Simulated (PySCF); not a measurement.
Problem. What does the PBE0-D3(BJ)/def2-SVP structure of SnMeF3 (`[CH3][Sn]([F])([F])[F]`) look like in three dimensions?

Solution. 
```
atom  x, y, z in Å
Sn1    0.049   -0.011   -0.901
C2    -0.030   -0.009    1.211
H3    -1.079    0.086    1.521
H4     0.555    0.844    1.580
H5     0.394   -0.954    1.574
F6     1.833   -0.017   -1.611
F7    -0.792    1.503   -1.732
F8    -0.792   -1.528   -1.726
```

Orientation and origin are arbitrary. Atoms count from 1 in this order. Sn1 (tin bonded to C and 3 F) is distorted tetrahedral (angles from 104.2° to 114.5°). All 3 F–Sn bonds measure 1.920 to 1.921 Å.

Bonds between heavy atoms (Å): Sn1–C2 2.114, Sn1–F6 1.921, Sn1–F7 1.921, Sn1–F8 1.920.

Level of theory: PBE0-D3(BJ)/def2-SVP geometry optimisation, gas phase, def2 core potentials past Kr in PySCF 2.14.0.

Point group: near C3v, missed by 0.14 Å at most; the miss may be what the optimiser left on a soft mode (C3 holds within 0.08 Å). Stationary, but not proved a minimum.

Time: 28 s of wall time; peak memory 0.39 GiB. Hardware: Arm Neoverse V2, one thread, no GPU, shared host with 96 logical CPUs at a one-minute load of 56. These figures are those of the optimisation.
